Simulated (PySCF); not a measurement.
Match the calculated data to a structure.

All candidates are C7H10.

| technique | computed result |
| --- | --- |
| Polarisability | 93.2 au [CAM-B3LYP/def2-SVPD] |
| 1H NMR | chemical shifts (computed TMS as zero) by class: 7.03 (1 H), 6.26 (1 H), 5.91 (1 H), 5.59 (1 H), 5.54 (1 H), 5.48 (1 H), 5.42 (1 H), 5.29 (1 H), 3.09 (2 H) ppm [GIAO PBE0/pcSseg-1] |
| Dipole | 0.17 D [CAM-B3LYP/def2-SVPD] |
| 13C NMR | chemical shifts (computed TMS as zero) by class: 145.7 (1 C), 139.3 (1 C), 139.3 (1 C), 137.3 (1 C), 125.1 (1 C), 122.1 (1 C), 39.5 (1 C) ppm [GIAO PBE0/pcSseg-1] |
| Rotational structure | rotational constants A, B, C: 9.418, 1.047, 1.001 GHz [GFN2-xTB] |
| UV, first state | lowest singlet excitation: 5.65 eV (219 nm, f = 0.887) [TDDFT CAM-B3LYP/def2-SVPD] |

The electronic properties come from PySCF, for the isolated species, density fitting. Levels stand in brackets. Geometry: GFN2-xTB, one conformer, isolated molecule. Each NMR value is the plain mean over a class of atoms that symmetry, rotation or inversion makes alike.

Question: Which candidate is it?
A. `C=C/C=C\CC=C`
B. `C#CC1CCCC1`
C. `C=CC(=C)/C=C\C`
D. `C=C1CC/C1=C\C`

Answer: A. It is `C=C/C=C\CC=C`. Numbering: `[CH2:1]=[CH:2]/[CH:3]=[CH:4]\[CH2:5][CH:6]=[CH2:7]`. Its formula, C7H10, gives 3 degrees of unsaturation: 0 rings and 3 π bonds in the structure found. 7 carbons fall into 7 classes; from least to most shielded: alkene CH carbon [C6] (145.7 ppm), alkene CH carbon [C2] (139.3 ppm), alkene CH carbon [C4] (139.3 ppm), alkene CH carbon [C3] (137.3 ppm), terminal =CH2 carbon [C1] (125.1 ppm), terminal =CH2 carbon [C7] (122.1 ppm), allylic carbon [C5] (39.5 ppm). Hydrogen classes from least to most shielded: 1 H on an alkene CH carbon, C2 (7.03 ppm), 1 H on an alkene CH carbon, C3 (6.26 ppm), 1 H on an alkene CH carbon, C6 (5.91 ppm), 1 H on an alkene CH carbon, C4 (5.59 ppm), 1 H on a terminal =CH2 carbon, C1 (5.54 ppm), 1 H on a terminal =CH2 carbon, C1 (5.48 ppm), 1 H on a terminal =CH2 carbon, C7 (5.42 ppm), 1 H on a terminal =CH2 carbon, C7 (5.29 ppm), 2 H on an allylic carbon, C5 (3.09 ppm, a mean of values up to 0.9 ppm apart in this geometry). The optimised geometry has point group C1 and is an asymmetric top.

The others, at the same levels:
- `C=C1CC/C1=C\C` fails: its computed 13C shifts are 155.2 (1 C), 146.0 (1 C), 124.5 (1 C), 108.0 (1 C), 27.9 (1 C), 25.9 (1 C), 17.1 (1 C) ppm, 1H shifts are 6.09 (1 H), 5.51 (1 H), 4.99 (1 H), 2.63 (2 H), 2.62 (2 H), 1.80 (3 H) ppm and rotational constant A is 4.836 GHz (against 9.418 GHz).
- `C=CC(=C)/C=C\C` fails: its computed 13C shifts are 153.0 (1 C), 145.3 (1 C), 139.5 (1 C), 134.0 (1 C), 124.9 (1 C), 124.4 (1 C), 20.1 (1 C) ppm, 1H shifts are 6.69 (1 H), 6.45 (1 H), 6.07 (1 H), 5.62 (1 H), 5.55 (1 H), 5.50 (1 H), 5.32 (1 H), 1.69 (3 H) ppm and rotational constant A is 3.278 GHz (against 9.418 GHz).
- `C#CC1CCCC1` fails: it has 5 carbon classes against 7; its computed 13C shifts are 95.6 (1 C), 73.7 (1 C), 38.6 (2 C), 31.4 (2 C), 29.0 (1 C) ppm, 1H shifts are 2.75 (1 H), 2.12 (2 H), 1.82 (2 H), 1.75 (2 H), 1.53 (2 H), 1.52 (1 H) ppm and rotational constant A is 5.678 GHz (against 9.418 GHz).

Each candidate is one conformer, not necessarily the lowest. The conformers computed, where there is a choice (atom-mapped SMILES and torsion angles):
- `[CH2:1]=[CH:2]/[CH:3]=[CH:4]\[CH2:5][CH:6]=[CH2:7]`: C1–C2–C3–C4 -178°, C3–C4–C5–C6 -113°, C4–C5–C6–C7 -116°
- `[CH2:1]=[CH:2][C:3](=[CH2:4])/[CH:5]=[CH:6]\[CH3:7]`: C1–C2–C3–C4 168°, C2–C3–C5–C6 -63°

The conformers of `C#CC1CCCC1` aren't listed.
